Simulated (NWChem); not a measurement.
System meant: C2H6OSi; SMILES O([SiH3])C=C

Input file for NWChem:

```
start job
memory heap 200 mb stack 900 mb global 1100 mb
geometry units angstroms noautoz
  C      0.073918     2.366326    -0.082867
  C     -0.351887     1.122783     0.135443
  O      0.452055     0.040589     0.034407
  Si    -0.034837    -1.561935    -0.036778
  H      1.107662     2.564684    -0.373945
  H     -0.615223     3.202921     0.035235
  H     -1.391968     0.920533     0.431605
  H     -0.552540    -1.900237    -1.395874
  H      1.170019    -2.373987     0.272017
  H     -1.113987    -1.803236     0.969678
end
basis spherical
  * library def2-svp
end
dft
  odft
  mult 2
  xc xpbe96 cpbe96
  iterations 150
  mulliken
end
task dft energy
```

End of the output:

```
 Summary of "ao basis" -> "" (spherical)
 ------------------------------------------------------------------------------
       Tag                 Description            Shells   Functions and Types
 ---------------- ------------------------------  ------  ---------------------
 *                          def2-svp                  on all atoms

  pbe96 is a nonlocal functional; adding pw91lda local functional.

                                 NWChem DFT Module
                                 -----------------

 Summary of "ao basis" -> "ao basis" (spherical)
 ------------------------------------------------------------------------------
       Tag                 Description            Shells   Functions and Types
 ---------------- ------------------------------  ------  ---------------------
 C                          def2-svp                 6       14   3s2p1d
 O                          def2-svp                 6       14   3s2p1d
 Si                         def2-svp                 8       18   4s3p1d
 H                          def2-svp                 3        5   2s1p

 Summary of "ao basis" -> "ao basis" (spherical)
 ------------------------------------------------------------------------------
       Tag                 Description            Shells   Functions and Types
 ---------------- ------------------------------  ------  ---------------------
 C                          def2-svp                 6       14   3s2p1d
 O                          def2-svp                 6       14   3s2p1d
 Si                         def2-svp                 8       18   4s3p1d
 H                          def2-svp                 3        5   2s1p

  number of electrons :                   40
  multiplicity        :                    2
 ------------------------------------------------------------------------
  no. of electrons and multiplicity not compatible                  40
 ------------------------------------------------------------------------
 ------------------------------------------------------------------------
  current input line :
    25: task dft energy
 ------------------------------------------------------------------------
 ------------------------------------------------------------------------
 There is an error in the input file
 ------------------------------------------------------------------------
 For more information see the NWChem manual at https://nwchemgit.github.io

0: no. of electrons and multiplicity not compatible:Received an Error in Communication
```

**Question.** What is wrong, and how is it mended?

**Answer.** The program refused the input. Cause: the multiplicity doesn't fit the number of electrons (an even count wants an odd multiplicity, and the reverse). This input runs:
```
start job
memory heap 200 mb stack 900 mb global 1100 mb
geometry units angstroms noautoz
  C      0.073918     2.366326    -0.082867
  C     -0.351887     1.122783     0.135443
  O      0.452055     0.040589     0.034407
  Si    -0.034837    -1.561935    -0.036778
  H      1.107662     2.564684    -0.373945
  H     -0.615223     3.202921     0.035235
  H     -1.391968     0.920533     0.431605
  H     -0.552540    -1.900237    -1.395874
  H      1.170019    -2.373987     0.272017
  H     -1.113987    -1.803236     0.969678
end
basis spherical
  C library def2-svp
  O library def2-svp
  Si library def2-svp
  H library def2-svp
end
dft
  xc xpbe96 cpbe96
  iterations 150
  mulliken
end
task dft energy
```
It converges to -443.97727 Ha (PBE/def2-SVP).
